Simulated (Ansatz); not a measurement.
A made-up structure of CH₄NTe (charge +1), singlet:

C1  (-1.144, -0.014, -0.940)
Te2  (0.019, 1.218, -0.037)
N3  (1.068, 0.031, 1.086)
H4  (-1.088, -1.091, -0.827)
H5  (-1.906, 0.408, -1.587)
H6  (0.216, 2.852, 0.347)
H7  (1.943, 0.404, 1.431)
(Å)

It is relaxed with PBE-D4/def2-SVP and then PBE0-D4/def2-TZVP (Ansatz 0.2.0). Atoms count as bonded within 1.22 times the sum of their covalent radii (H–H: 0.88 Å). The end point is not checked to be a true minimum.

Problem. Does its bonding change? (A judgement: the text doesn't fix the answer.)

Solution. By the calculation: No: no bond forms or breaks.

Where it ends: The first stage lowers the energy by 0.96 eV in 11 steps. It ends as CH₄NTe ([CH2][TeH][NH]), total charge +1:
| atom | x (Å) | y (Å) | z (Å) |
| --- | --- | --- | --- |
| C1 | -1.2362 | 0.0773 | -0.8550 |
| Te2 | 0.3622 | 0.9350 | -0.1379 |
| N3 | 1.2710 | -0.0261 | 1.1858 |
| H4 | -1.2214 | -0.9987 | -1.0026 |
| H5 | -1.8741 | 0.7052 | -1.4700 |
| H6 | -0.1407 | 2.5198 | 0.1089 |
| H7 | 1.9478 | 0.5963 | 1.6444 |

Labels in which every atom is bracketed show which atoms are joined, not bond orders.

For scale, one of the runs: PBE0-D4/def2-TZVP relaxation, 136 basis functions, launched by `ansatz run in.yaml --threads 2 --pin off --events-out ev --progress --plain --max-ram 4352MiB`. Hardware: 2 CPU threads of an Arm Neoverse V1, shared host. Wall time about 35 s.
